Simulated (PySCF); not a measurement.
C₂H₉FSi₃, SMILES F[C@H]1C[SiH2][Si@@H]1[SiH3].

Geometry: B3LYP-D3(BJ)/def2-SVP. The structure was generated by enumeration; whether it is a known compound was not checked.

The numbers are results of PySCF with PBE/def2-TZVP, not measurements.

Gas-phase values at a fixed geometry.

```yaml
total_energy: -1049.35791 hartree
highest_occupied_level: -6.40 eV
lowest_empty_level: -1.43 eV
orbital_gap: 4.97 eV
dipole_moment: 1.32 D
quadrupole, principal values (traceless, Buckingham form, about the centre of nuclear charge): -6.87, 2.86, 4.01 D·Å
mean_static_polarisability: 116.5 bohr³ (17.26 Å³)
polarisability_principal_values: 95.2, 108.5, 145.7 bohr³
```
